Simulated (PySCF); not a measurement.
## Indium: a sound run and one with changed settings

Sound run: In [Kr] 4d10 5s2 5p1, In⁺ [Kr] 4d10 5s2. Calculation: PySCF 2.14, in x2c-SVPall; the spin-free X2C one-electron Hamiltonian (Gaussian nucleus). The sound run starts from symmetry-adapted Hartree-Fock orbitals and uses a fine grid where one is needed.

Changed run: initial guess sap, at most 5 SCF cycles. This setting is unsound on purpose.

```json
{"species": "In", "method": "UHF", "sound run (hartree)": "-5877.61419", "changed run (hartree)": "-5877.61419", "converged": "no"}
{"species": "In", "method": "r2SCAN", "sound run (hartree)": "-5880.28348", "changed run (hartree)": "-5880.28348", "converged": "no"}
{"species": "In", "method": "BP86", "sound run (hartree)": "-5880.95593", "changed run (hartree)": "-5880.95593", "converged": "no"}
{"species": "In⁺", "method": "UHF", "sound run (hartree)": "-5877.42445", "changed run (hartree)": "-5877.42445", "converged": "no"}
{"species": "In⁺", "method": "r2SCAN", "sound run (hartree)": "-5880.07359", "changed run (hartree)": "-5880.07359", "converged": "no"}
{"species": "In⁺", "method": "BP86", "sound run (hartree)": "-5880.74586", "changed run (hartree)": "-5880.74586", "converged": "no"}
```

The SCF was stopped early; the energies are upper bounds that still move, and correlated levels were skipped or rest on poor orbitals.
